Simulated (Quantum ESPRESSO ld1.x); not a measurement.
All-electron atom: Li in [He] 2s1.

Method: Dirac Kohn-Sham, LDA (Slater exchange, VWN5 correlation), spin-unpolarised, spherical densities, point nucleus; speed of light set to 205.554 atomic units (1.5 times the physical value, a model run); computed with ld1.x of Quantum ESPRESSO 7.5.

Energy parts (hartree):
part                   energy
total                  -7.336
kinetic                 7.239
electron-nucleus      -16.913
Hartree                 3.991
exchange-correlation   -1.652

Orbitals (lengths in bohr, moments of r in powers of bohr):
orbital  occ.  eigenvalue (hartree)   <r^2>
1s1/2       2              -1.87863  0.4763
2s1/2       1              -0.10554   18.47
2p1/2       0              -0.04135   31.05
2p3/2       0              -0.04135   31.05

The highest occupied level is 2s1/2 at -2.872 eV. The density falls to 0.001 e/bohr^3 at r = 4.15 bohr.
